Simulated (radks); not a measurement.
The numbers below are computed, except where a source is named.
Spherical quantum dot in the effective-mass picture: electrons in a hard-walled sphere of radius 2.25, with a point charge +1 (a donor) at the centre, all in effective atomic units (hartree* = m*/eps^2 hartree, bohr* = eps/m* bohr), one dielectric constant everywhere. Level of theory: non-relativistic Kohn-Sham, LDA (Slater exchange, Perdew-Wang correlation), spin-polarised, spherical densities (a radial shooting solver with Libxc functionals). Levels are named by radial order and angular momentum (1s, 1p, 1d, 2s, ...), and open shells are averaged over m. Each electron was tried in the lowest free levels, single moves between levels near the top were tried too, and the lowest total energy was kept; such a search can miss a lower state. At N = 1 the Hartree and exchange-correlation terms need not cancel, so that row can carry a self-interaction error.

N	open shells	2S	E (hartree*)	mu = E(N) - E(N-1) (hartree*)	addition energy mu(N+1) - mu(N) (hartree*)	e(HOMO) (hartree*)	rms radius (bohr*)
1	1s(up 1, down 0)	1	-0.210974	-0.21097	0.8576	0.12338	1.039
2	none	0	0.435683	0.64666	1.832	0.97063	1.096
3	1p(up 1, down 0)	1	2.91449	2.4788	0.5733	2.7609	1.213
4	1p(up 2, down 0)	2	5.96664	3.0521	0.5899	3.3457	1.274
5	1p(up 3, down 0)	3	9.60869	3.6421	0.7611	3.9392	1.313
6	1p(up 3, down 1)	2	14.0118	4.4031	0.5619	4.6808	1.343
7	1p(up 3, down 2)	1	18.9768	4.9650	0.5748	5.2512	1.367
8	none	0	24.5167	5.5398	1.738	5.8293	1.386
9	1d(up 1, down 0)	1	31.7941	7.2774	0.5496	7.5515	1.412
10	1d(up 2, down 0)	2	39.6210	7.8270	0.5529	8.1030	1.433
11	1d(up 3, down 0)	3	48.0009	8.3799	0.5549	8.6571	1.451
12	1d(up 4, down 0)	4	56.9357	8.9348	0.5559	9.2126	1.466
13	1d(up 5, down 0)	5	66.4264	9.4907	0.7123	9.7689	1.479
14	1d(up 5, down 1)	4	76.6294	10.203	0.5416	10.473	1.492
15	1d(up 5, down 2)	3	87.3741	10.745	0.5448	11.017	1.502
16	1d(up 5, down 3)	2	98.6635	11.289	0.5467	11.563	1.512
17	1d(up 5, down 4)	1	110.500	11.836	0.5479	12.110	1.521
18	none	0	122.884	12.384	1.284	12.658	1.529
19	2s(up 1, down 0)	1	136.552	13.668	0.8705	14.030	1.524
20	none	0	151.091	14.539	0.8821	14.905	1.518
21	1f(up 1, down 0)	1	166.511	15.421	0.5335	15.687	1.528
22	1f(up 2, down 0)	2	182.465	15.954	0.5342	16.221	1.537
23	1f(up 3, down 0)	3	198.954	16.488	0.5347	16.756	1.545
24	1f(up 4, down 0)	4	215.977	17.023	0.5351	17.291	1.553
25	1f(up 5, down 0)	5	233.535	17.558	0.5353	17.826	1.560
26	1f(up 6, down 0)	6	251.629	18.093	0.5354	18.362	1.567
27	1f(up 7, down 0)	7	270.258	18.629	-	18.936	1.573

All shells are closed at N = 2, 8, 18, 20 (there: 1s2 1p6 1d10 2s2); the second difference of the energy has clear peaks (12 % above both neighbours; the first and last values, which can be the largest, are not judged, and half-filled shells can peak too) at N = 2, 5, 8, 13, 18.
